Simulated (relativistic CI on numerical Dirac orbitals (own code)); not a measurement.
## Hyperfine structure of Tl LXXIII, mass number 205

Method of calculation: Dirac-Coulomb-Breit CI, orbitals from a KLI potential per configuration, model QED, unscaled Slater integrals (own radial code, finite nucleus).

Configuration list (outside the closed core 1s2): 2s2 2p5, 2s 2p6, 2s2 2p4 3s, 2p6 3s, 2p6 3p, 2s2 2p4 3p, 2p6 3d, 2s2 2p4 3d, 2s 2p5 3s, 2s 2p5 3p, 2s 2p5 3d, 2s2 2p4 4s, 2s2 2p4 4p, 2s2 2p4 4d, 2s2 2p4 4f, 2s2 2p3 3s2. Levels of other configurations are missing.

Nuclear spin I = 1/2, μ = 1.632 μN (tables of Stone and Pyykkö). The electronic factors are computed for point nuclear moments, without core polarisation or the Bohr-Weisskopf and QED corrections.

| Level | E (eV) | A (GHz) |
| --- | --- | --- |
| 2s2 2p5 2P°_3/2 | 0.0 | 3616 |
| 2s2 2p5 2P°_1/2 | 2119.0 | 37930 |
| 2s 2p6 2S_1/2 | 2673.0 | 117000 |
| 2s2 2p4 3s 4P_5/2 | 10159.8 | 9434 |
| 2s2 2p4 3s 2P_3/2 | 10172.4 | -2215 |
| 2s2 2p4 3s 2S_1/2 | 10234.7 | 32730 |
| 2s2 2p4 3p 2P°_1/2 | 10388.8 | 10970 |
| 2s2 2p4 3p 4D°_7/2 | 10916.5 | 2508 |

Levels with J = 0, under 50 % of one LS term, or S terms without an open s electron are left out. Small factors come from cancelling terms and can be off by tens of per cent or more.

At this charge energies of transitions that change n are usually good to better than 1 %, and those within a shell (Δn = 0) to a few per cent.

(1) Give the hyperfine levels of 2s2 2p5 2P°_1/2 relative to its centre of gravity.

## Answers

(1) With K = F(F + 1) − I(I + 1) − J(J + 1), E = AK/2: F = 0: -28440, F = 1: 9481 GHz.

LS names give the leading component of a level, which can be under half, so a name can repeat, a term be missing and a line seem to break the LS rules.
